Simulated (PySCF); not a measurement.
## Computed structure and properties of Pb(NH2)2

System: Pb(NH2)2 (singlet); start: displaced along the imaginary mode (C1). Method: PySCF 2.14.0, RKS PBE, Pb def2-SVP with ECP60, N def2-SVP, H def2-SVP; non-relativistic Hamiltonian with scalar-relativistic core potentials where named; density fitting; no spin-orbit coupling.

Input of the relaxation:

```python
mol = gto.M(atom='''
Pb     0.01192     0.01025     0.00000
N     -0.09142    -0.08377     2.34869
H      0.56089     0.58741     2.83255
H     -0.59750    -0.57098     3.13167
N     -0.05751    -0.04435    -2.34869
H      0.40222    -0.75542    -2.97088
H     -0.75618     0.40298    -2.99334''',
    basis={'Pb': 'def2-SVP', 'N': 'def2-SVP', 'H': 'def2-SVP'},
    ecp={'Pb': 'def2-SVP'},
    charge=0, spin=0)
mf = dft.RKS(mol, xc='PBE')
mf.grids.atom_grid = (50, 194)
mf = mf.density_fit()  # fitting sets: Pb def2-universal-JKFIT, N def2-universal-JKFIT, H def2-universal-JKFIT
mf.conv_tol = 1e-08; mf.max_cycle = 55
mf.kernel(dm0)  # dm0: converged density of the start geometry
# quasi-Newton relaxation in Cartesian coordinates to a largest gradient under 0.00045 Eh/bohr, steps kept in the point group
```

Run from Python with OMP_NUM_THREADS=2; the lines above give its settings. Where DIIS fails, smearing, a level shift and second-order steps follow.
It took 83 s on 2 threads of Arm Neoverse V1, with other jobs on the host, from the converged density of the start.

Course of the relaxation:

```json
{"step": "0", "energy above end (eV)": "1.7759", "largest force component within the symmetry (eV/Å)": "0.681"}
{"step": "1", "energy above end (eV)": "1.6746", "largest force component within the symmetry (eV/Å)": "0.407"}
{"step": "2", "energy above end (eV)": "1.4925", "largest force component within the symmetry (eV/Å)": "1.253"}
{"step": "3", "energy above end (eV)": "1.3251", "largest force component within the symmetry (eV/Å)": "2.085"}
{"step": "4", "energy above end (eV)": "1.1195", "largest force component within the symmetry (eV/Å)": "1.913"}
{"step": "5", "energy above end (eV)": "0.8219", "largest force component within the symmetry (eV/Å)": "0.701"}
{"step": "6", "energy above end (eV)": "0.7618", "largest force component within the symmetry (eV/Å)": "2.125"}
{"step": "7", "energy above end (eV)": "0.5889", "largest force component within the symmetry (eV/Å)": "0.608"}
{"step": "34", "energy above end (eV)": "0.0010", "largest force component within the symmetry (eV/Å)": "0.069"}
{"step": "35", "energy above end (eV)": "0.0005", "largest force component within the symmetry (eV/Å)": "0.064"}
{"step": "36", "energy above end (eV)": "0.0003", "largest force component within the symmetry (eV/Å)": "0.054"}
{"step": "37", "energy above end (eV)": "0.0001", "largest force component within the symmetry (eV/Å)": "0.034"}
{"step": "38", "energy above end (eV)": "0.0000", "largest force component within the symmetry (eV/Å)": "0.014"}
{"step": "39", "energy above end (eV)": "0.0000", "largest force component within the symmetry (eV/Å)": "0.009"}
```
(The steps between are left out.)

Relaxed geometry (C2):

```xyz
7

Pb    1.3007    0.5086   -0.0715
N    -0.0027   -0.0393    1.5807
H     0.1413    0.3635    2.5126
H    -0.9982   -0.2534    1.4526
N    -0.1461   -0.0876   -1.5819
H     0.1596   -0.3072   -2.5360
H    -0.9822   -0.6385   -1.3565
```

```
     contact      Å
Pb1–N2 (NH2)  2.175
Pb1–N5 (NH2)  2.175
```

On the finer grid (75, 302):

```
HOMO                                                          : -4.66 eV
LUMO                                                          : -1.80 eV
Dipole about the centre of mass                               : 0.08 D
Set of Mulliken populations of Pb1 outside the core potential : s 3.90, p 7.54, d 10.10
D3(BJ) dispersion energy (not in the energies)                : -0.119 eV
```

```tsv
atom	Mulliken (e)	Löwdin (e)	spin (e)
Pb1	0.46	0.34	0.00
N2	-0.44	-0.27	0.00
H3	0.11	0.05	0.00
H4	0.11	0.05	0.00
N5	-0.44	-0.27	0.00
H6	0.11	0.05	0.00
H7	0.11	0.05	0.00
```

On the grid (50, 194), as all that follows. Harmonic modes: a minimum; lowest 155 cm⁻¹ (negative: unstable), highest 3558 cm⁻¹, zero-point energy 1.266 eV.

Taking off one NH2 (charge -1, singlet; the rest: singlet) in vacuum, both parts rigid, costs 10.34 eV; the small basis without counterpoise inflates it. Most of it is the attraction of opposite charges; other ways to part are cheaper, and one spin state was tried for the rest.

Rigid scan of NH2 along the line from its metal, all other atoms held (where the atom bridges, its other bond changes as well):

| distance to N2 (Å) | energy (eV) |
| --- | --- |
| 1.87 | 0.993 |
| 1.97 | 0.377 |
| 2.07 | 0.081 |
| 2.17 | 0.000 |
| 2.27 | 0.061 |
| 2.37 | 0.214 |
| 2.57 | 0.661 |
| 2.87 | 1.418 |
| 3.27 | 2.282 |
| 3.77 | 3.001 |

One start shape was tried, so this needn't be the lowest isomer.
